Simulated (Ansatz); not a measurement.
The cluster FeO₃. Total charge 0; singlet. Geometry PBE0-D4/def2-TZVP; atoms count from 1.

```xyz
4

Fe   -0.174    0.661   -0.297
O     0.495   -1.886    0.845
O     0.205   -0.784    0.351
O    -0.527    2.009   -0.900
```

The structure holds one bond between oxygen atoms, so isomers without such links may lie far lower. The restricted singlet is unstable towards broken spin symmetry at other levels; at PBE0-D4/def2-TZVP this wasn't settled. At PBE0-D4/def2-TZVP a triplet of charge 0 lies 2.20 eV below the restricted singlet, each at its own geometry. The structure comes from a short search, and lower isomers may exist.

Estimate the Mulliken populations from the PBE0/def2-TZVP orbitals of Ansatz.


| atom | charge (e) | d electrons |
| --- | --- | --- |
| Fe1 | 1.01 | 6.68 |
| O2 | -0.28 | – |
| O3 | -0.22 | – |
| O4 | -0.50 | – |
Mulliken values depend strongly on the basis.

And the Mayer bond orders between heavy atoms (over 0.3)?

Fe1–O2 0.60 (2.87 Å); Fe1–O3 1.08 (1.63 Å); Fe1–O4 1.89 (1.52 Å); O2–O3 1.14 (1.24 Å).
